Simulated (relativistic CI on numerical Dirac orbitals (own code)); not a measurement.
**Te VI: calculation against measurement**

Calculated at this level of theory: Dirac-Coulomb-Breit CI, separate exchange-only KLI orbitals for each configuration, model QED, valence Slater integrals scaled by 0.9, configuration energies shifted to the measured levels that pair with them (semi-empirical) (own radial code, finite nucleus).

Configuration list (outside the closed core [Kr]): 4d10.5s, 4d10.5p, 4d10.5d, 4d10.6s, 4d10.6p, 4d9.5s.5p, 4d9.5p2, 4d10.5f, 4d10.5g, 4d10.4f, 4d9.5s2, 4d9.5s.4f, 4d10.6d, 4d8.5s.5p2, 4d10.7s, 4d10.7p, 4d10.6f, 4d10.7d, 4d9.5p.5d, 4d9.4f.5p, 4d8.5s.4f2, 4d8.5s.5d2, 4d9.5s.6s, 4d9.5s.5d, 4d8.5s2.5p, 4d9.5s.6p, 4d9.5p.5f, 4d9.5d2, 4d9.4f.5d, 4d9.4f2. Levels of other configurations are missing.

```tsv
Configuration	Term (tabulated)	J	Measured (cm⁻¹)	Computed	Error	Purity (%)
4d10.5s	2S	1/2	0.0	0	0	98
4d10.5p	2P°	1/2	93334.6	93598	264	99
4d10.5p	2P°	3/2	105150.2	104887	-264	99
4d10.5d	2D	3/2	238087.6	238115	27	99
4d10.5d	2D	5/2	239736.2	239709	-27	99
4d10.6s	2S	1/2	278436.2	278436	0	100
4d10.6p	2P°	1/2	314198.4	314305	107	100
4d10.6p	2P°	3/2	318601.4	318495	-107	100
4d9.5s.5p	4P°	3/2	376310.0	376123	-187	65
4d9.5s.5p	4P°	1/2	385045.0	384371	-674	80
4d9.5s.5p	2P°	3/2	392650.0	392769	119	64
4d9.5s.5p	2P°	1/2	393730.0	393611	-119	90
4d9.5s.5p	2P°	3/2	411220.0	417429	6209	90
4d9.5s.5p	2P°	1/2	422875.0	427979	5104	96
4d9.5p2	2S	1/2	489538.0	489383	-155	59
4d9.5p2	2P	1/2	501898.0	501898	0	59
4d9.5p2	2P	1/2	511382.0	513696	2314	89
```

Measured levels from measured levels as listed in Rauch et al., Astron. Astrophys. 606, A105 (2017); pairs were made by configuration, J and term (by order where the table uses no LS term), so strongly mixed levels may be paired wrongly.

Mean error by configuration (cm⁻¹): 4d10.5p 0; 4d10.5d 0; 4d10.6s 0; 4d10.6p 0; 4d9.5s.5p 1742; 4d9.5p2 720. Over the excited levels the mean absolute error is 980 cm⁻¹ (16 of the 28 excited levels that our extract of the source holds in range could be paired, and the others can miss by more), and the median relative error of those above 1,000 cm⁻¹ is 0.034 %, both after the shifts were fitted to these levels, so that a configuration with one level shows no error.

Configurations whose levels could be paired with our table of measured levels were shifted onto them, all but the ground configuration, by the median error of their levels; single terms can still be off by 1,000 to 2,000 cm⁻¹ or more, and rates follow the energies as ν³ (E1, M1) or ν⁵ (E2). The others borrow a shift and can be off by several thousand cm⁻¹ or more. Levels and lines within the n = 5 or 6 shells can be off by up to 10 % or somewhat more, and those that change n by about 2 %, since core polarisation is missing. 16 of the 28 excited levels that our extract of the measured tables holds in this range could be paired (the sources list more); they are missed by 980 cm⁻¹ on average and 6209 at most, after the shifts were fitted to these levels, and levels without a partner can miss by more.

Shifts applied (cm⁻¹): 4d10.5s 0; 4d10.5p -19460; 4d10.5d -18157; 4d10.6s -17980; 4d10.6p -17665; 4d9.5s.5p -25914; 4d9.5p2 -25683.
